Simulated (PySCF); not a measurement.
Compound: C6H8ClO2 (doublet state).
Cartesian coordinates in Å at the GFN2-xTB level; atoms count from 1:
```xyz
17
C6H8ClO2 angstrom
C     -2.4080    1.8777    0.4555
C     -1.8582    0.8084   -0.0006
C     -1.6237   -0.5473   -0.1864
Cl    -3.0236   -1.5752    0.7577
C     -0.3104   -1.0622    0.3789
C      0.8488   -0.5664   -0.4659
O      0.8317   -0.4330   -1.6594
O      1.9129   -0.3080    0.2978
C      3.0830    0.1337   -0.3807
H     -3.2522    1.8629    1.1407
H     -2.0704    2.8663    0.1781
H     -1.7905   -0.8818   -1.2098
H     -0.3050   -2.1538    0.3487
H     -0.1709   -0.7403    1.4104
H      2.9149    1.1190   -0.8199
H      3.3443   -0.5661   -1.1765
H      3.8703    0.1780    0.3671
```

The hyperfine couplings belong to this conformer and change with its torsions.

Identity: `C=[C][C@H](Cl)CC(=O)OC` [radical].

Computed, not measured: UKS B3LYP, pcH-1 on C Cl H O, non-relativistic, mean-field spin-orbit, GIAO in PySCF. Isolated species at its GFN2-xTB geometry (one conformer only). The geometry wasn't refined by DFT: couplings that depend on bond lengths, twists or pyramidal angles can differ widely from those at the functional's own minimum. Stability of the SCF solution: not tested.

**Question.** The isotropic 13C couplings are +122.5, +62.4, -34.6, +7.8, -1.5 MHz. Assign them to C1; C2; C3; C5; C6.

**Answer.** 
| site | a_iso (MHz) | ρ(0) (bohr⁻³) | position | distance from C2 (Å) | spin population | largest \|T\| (MHz) |
| --- | --- | --- | --- | --- | --- | --- |
| C1 | -34.6 | -0.0308 | 1 bond from C2 | 1.29 | -0.14 | 14.1 |
| C2 | +122.5 | +0.1090 | largest spin population | 0.00 | +0.83 | 130.2 |
| C3 | +62.4 | +0.0556 | 1 bond from C2 | 1.39 | -0.06 | 8.2 |
| C5 | +7.8 | +0.0070 | 2 bonds from C2 | 2.46 | 0.00 | 2.2 |
| C6 | -1.5 | -0.0013 | 3 bonds from C2 | 3.07 | 0.00 | 1.3 |

ρ(0) is the spin density at the nucleus and T the dipolar tensor; a_iso includes a spin–orbit part; entries for several nuclei are means. Largest spin populations (Mulliken): C2 (+0.83), Cl4 (+0.23), C1 (-0.14) and H10 (+0.08). The positive populations add up to 1.21 and the negative ones to -0.21, together 2S = 1.

The spin density at the nucleus, in bohr⁻³, is negative for C1 (-0.0308) and C6 (-0.0013), for instance. A restricted open-shell determinant has no negative spin density anywhere; here it arises because α and β orbitals differ (spin polarisation).
